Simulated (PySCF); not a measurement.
Mg (magnesium, neutral) across methods

[Ne] 3s1 3p1, high-spin 3P determinant (an excited configuration). Calculation: PySCF 2.14, in aug-cc-pCVDZ (6s5p3d, 36 functions); the non-relativistic Hamiltonian (point nucleus).

```tsv
method	E (hartree)	mean ε 2p β (eV)	mean ε 3s α (eV)	mean ε 3p α (eV)	Σ⟨r²⟩ (bohr²)	⟨S²⟩
LC-wPBE	-199.8962	-53.839	-9.393	-5.186	34.20	2.000
BP86	-199.9862	-48.204	-6.096	-2.556	35.11	2.000
UHF	-199.54219	-63.474	-9.291	-4.998	35.37	2.000
LDA	-199.0240	-48.146	-6.107	-2.444	35.41	2.000
B3LYP	-199.9905	-51.476	-6.695	-2.934	35.02	2.000
PBE0	-199.8692	-52.176	-6.912	-3.174	34.91	2.000
r2SCAN	-199.9473	-49.536	-6.188	-2.575	34.80	2.000
BHandHLYP	-199.9721	-56.251	-7.640	-3.614	34.89	2.000
```

(1) Estimate the same row for PBE.

Results:

(1) E (hartree) = -199.8480; mean ε 2p β (eV) = -48.039; mean ε 3s α (eV) = -6.006; mean ε 3p α (eV) = -2.492; Σ⟨r²⟩ (bohr²) = 35.21; ⟨S²⟩ = 2.000.
